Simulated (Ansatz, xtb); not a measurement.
## Two isomers of C6H5N

Structure I: `C#Cn1cccc1`, a singlet. Structure II: `C#Cc1cc[nH]c1`, a singlet. Both are isolated molecules in the gas phase, relaxed with B3LYP-D3(BJ)/def2-SVP.

Q: Estimate which is lower in electronic energy at CCSD(T)/def2-SVP + ΔMP2/def2-TZVPP, and by roughly how much.

A: The CCSD(T)/def2-SVP + ΔMP2/def2-TZVPP calculation puts structure II lower, by 13.9 kcal/mol.

Level by level:

```
                             level               geometry  E(II) − E(I) (kcal/mol)  departure from the last row (kcal/mol)  job, with rough time for the two
                          GFN2-xTB               GFN2-xTB                      +1.9                                   +15.7               optimisation, 0.4 s
                         HF/STO-3G               GFN2-xTB                      −9.8                                    +4.1               single point, 1.6 s
                r2SCAN-D4/def2-SVP               GFN2-xTB                     −14.5                                    −0.6               single point, 8.4 s
             B3LYP-D3(BJ)/def2-SVP  B3LYP-D3(BJ)/def2-SVP                     −13.1                                    +0.7             optimisation, 1.9 min
                       HF/def2-SVP  B3LYP-D3(BJ)/def2-SVP                     −12.9                                    +0.9           part of the CCSD(T) run
                      MP2/def2-SVP  B3LYP-D3(BJ)/def2-SVP                     −15.0                                    −1.1           part of the CCSD(T) run
                  CCSD(T)/def2-SVP  B3LYP-D3(BJ)/def2-SVP                     −13.6                                    +0.2                      single point
CCSD(T)/def2-SVP + ΔMP2/def2-TZVPP  B3LYP-D3(BJ)/def2-SVP                     −13.9                                                     single point, 2.5 min
```

As drawn, II has 1 C–C, 1 N–H in place of 1 C–N, 1 C–H.

GFN2-xTB puts the two in the other order. The largest departure from CCSD(T)/def2-SVP + ΔMP2/def2-TZVPP is that of GFN2-xTB, 15.7 kcal/mol. The last row adds to CCSD(T) the change of the MP2 difference between the two basis sets, here −0.2 kcal/mol.

With thermal terms from frequencies at re-optimised GFN2-xTB minima (ideal gas, soft modes damped towards free rotors, one conformer each, 298.15 K, 1 atm): the zero-point term adds +0.1 kcal/mol; ΔH is −13.7 and ΔG −14.1 kcal/mol.

The correlated steps freeze 7 core orbitals. Programs: Ansatz 0.2.0, xtb 6.7.1; the last row on 2 threads of Intel(R) Xeon(R) Processor @ 2.50GHz (Skylake/Cascade Lake) on a shared host.
